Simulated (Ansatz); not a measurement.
Reaction (ligand exchange at a B–O bond): `COB(O)OC` + `O[SiH3]` → `COB(O)O[SiH3]` + CH₃OH

Program: Ansatz. Geometries: PBE0-D4/def2-TZVP. ΔE: electronic, gas phase. CCSD(T)/CBS is the MP2 limit (def2-TZVPP, def2-QZVPP) plus CCSD(T) − MP2 in def2-TZVPP, frozen cores. This one scheme is used for every species. DFT in def2-TZVPP. Each species was taken in one conformer, which may not be the lowest.

```
             level  ΔE (kcal/mol)  difference from CCSD(T)/CBS
            PBE-D4            2.4                          0.1
           PBE0-D4            2.2                         -0.1
           ωB97X-V            2.5                          0.2
            B2PLYP            2.7                          0.4
            r2SCAN            2.4                          0.1
     HF/def2-TZVPP            2.0                         -0.3
CCSD(T)/def2-TZVPP            2.4                          0.1
    MP2/def2-QZVPP            2.6                          0.3
      HF/CBS(def2)            1.8                         -0.5
     MP2/CBS(def2)            2.6                          0.3
       CCSD(T)/CBS            2.3                            0
```

Largest T1 diagnostic among the species: 0.012.
